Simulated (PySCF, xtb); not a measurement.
BClH4N2, SMILES NB(N)Cl. The values are those of a single conformer.

Harmonic wavenumbers (cm⁻¹) from GFN2-xTB run with xtb 6.7.1 at its own minimum, in rising order: 287, 310, 386, 430, 438, 462, 496, 552, 806, 884, 1159, 1408, 1520, 1529, 3524, 3528, 3565, 3569.

Task: What does PBE-D3(BJ)/def2-SVP (PySCF) give at its own minimum? (An estimate is asked for; the answer gives what the named calculation found.)

Result: 251, 304, 311, 339, 352, 511, 560, 604, 814, 893, 1206, 1394, 1526, 1555, 3542, 3546, 3652, 3653. Paired by order, the mean absolute difference is 43 cm⁻¹ and the zero-point energies are 35.5 and 35.8 kcal/mol.
